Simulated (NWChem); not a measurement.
System: CH3AlClI; SMILES [CH3][Al]([Cl])[I]

Input file for NWChem:

```
start job
memory heap 200 mb stack 900 mb global 1100 mb
geometry units angstroms noautosym nocenter noautoz
  Al    -0.469647     1.057888     0.005117
  Cl     1.091583     2.468309    -0.003016
  I      0.178837    -1.324463    -0.004317
  C     -2.318321     1.632864     0.003838
  H     -3.012656     0.801002     0.194089
  H     -2.571449     2.074036    -0.974929
  H     -2.482205     2.414420     0.763208
end
basis spherical
  * library def2-svpd
end
ecp
  I library def2-ecp
end
dft
  xc b3lyp
  iterations 150
end
property
  response 1 0.0
end
task dft property
```

Excerpt of the output:

```
             Northwest Computational Chemistry Package (NWChem) 7.3.0
             --------------------------------------------------------

                             Geometry "geometry" -> ""
                             -------------------------

 Output coordinates in angstroms (scale by  1.889725989 to convert to a.u.)

  No.       Tag          Charge          X              Y              Z
 ---- ---------------- ---------- -------------- -------------- --------------
    1 Al                  13.0000    -0.46964700     1.05788800     0.00511700
    2 Cl                  17.0000     1.09158300     2.46830900    -0.00301600
    3 I                   53.0000     0.17883700    -1.32446300    -0.00431700
    4 C                    6.0000    -2.31832100     1.63286400     0.00383800
    5 H                    1.0000    -3.01265600     0.80100200     0.19408900
    6 H                    1.0000    -2.57144900     2.07403600    -0.97492900
    7 H                    1.0000    -2.48220500     2.41442000     0.76320800

 Effective nuclear repulsion energy (a.u.)     449.7324427285

                                 NWChem DFT Module
                                 -----------------

 Summary of "ao basis" -> "ao basis" (spherical)
 ------------------------------------------------------------------------------
       Tag                 Description            Shells   Functions and Types
 ---------------- ------------------------------  ------  ---------------------
 Al                        def2-svpd                10       24   5s3p2d
 Cl                        def2-svpd                11       27   5s4p2d
 I                         def2-svpd                13       35   5s5p3d
 C                         def2-svpd                 8       20   4s2p2d
 H                         def2-svpd                 4        8   2s2p

            General Information
            -------------------
          SCF calculation type: DFT
          Wavefunction type:  closed shell.
          No. of atoms     :     7
          No. of electrons :    64
           Alpha electrons :    32
            Beta electrons :    32
          Charge           :     0
          Spin multiplicity:     1
          Use of symmetry is: off; symmetry adaption is: off
          Maximum number of iterations: 150
          AO basis - number of functions:   130
                     number of shells:    54
          Convergence on energy requested:  1.00D-06
          Convergence on density requested:  1.00D-05
          Convergence on gradient requested:  5.00D-04

              XC Information
              --------------
                         B3LYP Method XC Potential
                     Hartree-Fock (Exact) Exchange  0.200
                        Slater Exchange Functional  0.800 local
                    Becke 1988 Exchange Functional  0.720 non-local
              Lee-Yang-Parr Correlation Functional  0.810
                  VWN I RPA Correlation Functional  0.190 local

             Grid Information
             ----------------
          Grid used for XC integration:  medium
          Radial quadrature: Mura-Knowles
          Angular quadrature: Lebedev.
          Tag              B.-S. Rad. Rad. Pts. Rad. Cut. Ang. Pts.
          ---              ---------- --------- --------- ---------
          Al                  1.25       88          13.0       590
          Cl                  1.00       88          15.0       590
          I                   1.40      123          14.0       590
          C                   0.70       49          14.0       434
          H                   0.35       45          14.0       434
          Grid pruning is: on
          Number of quadrature shells:   483
          Spatial weights used:  Erf1

      Superposition of Atomic Density Guess
      -------------------------------------

 Sum of atomic energies:       -1087.37080378

      Non-variational initial energy
      ------------------------------

 Total energy =   -1038.061463
 1-e energy   =   -2086.260166
 2-e energy   =     774.369906
 HOMO         =      -0.354759
 LUMO         =      -0.012446

   convergence    iter        energy       DeltaE   RMS-Dens  Diis-err
 ---------------- ----- ----------------- --------- --------- ---------
 d= 0,ls=0.0,diis     1  -1040.2283932016 -1.31D+03  1.22D-02  3.79D-01
 d= 0,ls=0.0,diis     2  -1040.2335583495 -5.17D-03  6.35D-03  2.45D-01
 d= 0,ls=0.0,diis     3  -1040.2701947849 -3.66D-02  1.56D-03  3.09D-02
 d= 0,ls=0.0,diis     4  -1040.2755522567 -5.36D-03  2.25D-04  6.44D-04
 d= 0,ls=0.0,diis     5  -1040.2756393425 -8.71D-05  5.63D-05  5.11D-05
  Resetting Diis
 d= 0,ls=0.0,diis     6  -1040.2756466906 -7.35D-06  1.40D-05  2.38D-06
 d= 0,ls=0.0,diis     7  -1040.2756470314 -3.41D-07  7.56D-06  1.24D-07

         Total DFT energy =    -1040.275647031376
      One electron energy =    -2089.207462734044
           Coulomb energy =      850.944045909224
    Exchange-Corr. energy =      -75.841027364242
 Nuclear repulsion energy =      273.828797157687

 Numeric. integr. density =       64.000000884970

                       DFT Final Molecular Orbital Analysis
                       ------------------------------------

[...]

 DFT Linear Response polarizability / au
 Frequency  =       0.0000000 / au
              X              Y              Z
 -----------------------------------------------
 X      89.8952728     -4.3213507      0.0661441
 Y      -4.3213560    105.5659001      0.0279226
 Z       0.0662253      0.0279770     69.9997260
 -----------------------------------------------
 Eigenvalues =      88.7828824    106.6785620     69.9994544
 Isotropic   =      88.4869663
 Anisotropic =      31.7681400
 -----------------------------------------------

 Magnetic Dipole Response Matrix (nonzero elements):

 Exiting AOResponse driver routine
```

Level: B3LYP/def2-SVPD with def2 effective core potentials on I. All runs use the structure optimised with PBE0/def2-SVP. No frequency run checked for a minimum. B3LYP is NWChem's, with the RPA form of VWN correlation. def2 effective core potentials on I; no spin-orbit coupling.
